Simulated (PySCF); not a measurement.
C₅H₇F, SMILES [C@H]1(C(=CC1)C)F.

Coordinates come from a B3LYP-D3(BJ)/def2-SVP optimisation. The structure was generated by enumeration; whether it is a known compound was not checked.

Two levels are set side by side: TDA-PBE/def2-SVPD (PySCF) and TDA-PBE0/def2-SVPD (PySCF). Vertical, same geometry. The lowest singlet is HOMO→LUMO+1 70 %, HOMO→LUMO 19 % with PBE and HOMO→LUMO+1 60 %, HOMO→LUMO 34 % with the other functional; states are paired by order. Differences are taken from unrounded values.

```json
[
 {"quantity": "lowest singlet excitation (eV)", "TDA-PBE": "6.33"},
 {"quantity": "lowest triplet excitation (TDA) (eV)", "TDA-PBE": "4.25"},
 {"quantity": "first bright state (f over 0.05) (eV)", "TDA-PBE": "6.89"},
 {"quantity": "its oscillator strength", "TDA-PBE": "0.05"}
]
```

Question: These are the TDA-PBE values. What does TDA-PBE0 give? (An estimate is asked for; the answer gives what the named calculation found.)

Answer: 
| quantity | TDA-PBE0 | TDA-PBE minus TDA-PBE0 |
|---|---|---|
| lowest singlet excitation (eV) | 6.92 | -0.59 |
| lowest triplet excitation (TDA) (eV) | 4.17 | 0.08 |
| first bright state (f over 0.05) (eV) | 6.92 | -0.03 |
| its oscillator strength | 0.07 | -0.01 |

A lower first singlet is the usual sign of a functional without exact exchange. Differences between two approximate levels are no errors against the true value.

Rough cost on one machine, each run with all the roots and properties that it gave: TDA-PBE0 against TDA-PBE about 2 times.
